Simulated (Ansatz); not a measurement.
A series at Sn: from `[NH2][Sn]([NH2])([NH2])[NH2]`, ligands are replaced one by one, each step taking up HCl and setting free NH₃; n counts the steps. Ansatz, PBE0-D4/def2-TZVP geometries. Each molecule was computed in one conformer, which needn't be the lowest.

CBS adds triple-zeta CCSD(T) − MP2 to the MP2 limit, frozen cores; atoms without spin–orbit coupling. Elements past krypton have def2 core potentials. Outer-core shells of Sn are correlated without core-valence functions. Spin–orbit coupling is left out.

```
n                        molecule  atomization energy, CCSD(T)/CBS (kJ/mol)
0  `[NH2][Sn]([NH2])([NH2])[NH2]`                                    4206.1
1   `[NH2][Sn]([NH2])([NH2])[Cl]`                                    3505.4
2    `[NH2][Sn]([NH2])([Cl])[Cl]`                                    2793.7
3     `[NH2][Sn]([Cl])([Cl])[Cl]`                                         ?
4      `[Cl][Sn]([Cl])([Cl])[Cl]`                                    1340.4
```

Question: By hand: fit a straight line y = ȳ + b (n − n̄) to the 4 given rows and predict n = 3.

Answer: n̄ = 1.750, ȳ = 2961.40; Σ(n − n̄)(y − ȳ) = -6275.40, Σ(n − n̄)² = 8.750, so b = -717.19 kJ/mol a step. Prediction: 2961.40 + (-717.19) × (1.250) = 2064.9 kJ/mol.

Question: By hand: compare with the computed value, 2068.1 kJ/mol, and give the steps along the whole series.

Answer: The line misses by 3.2 kJ/mol (computed minus predicted). Steps: -700.7, -711.7, -725.6, -727.7 kJ/mol.

The steps differ by up to 27.0 kJ/mol, small against a whole step but well beyond the method's doubt, so the ligands' effects don't simply add. The miss is 0.1 % of the series' range. The energies themselves are unsure by some kJ/mol a bond, though much of that is common to the series.
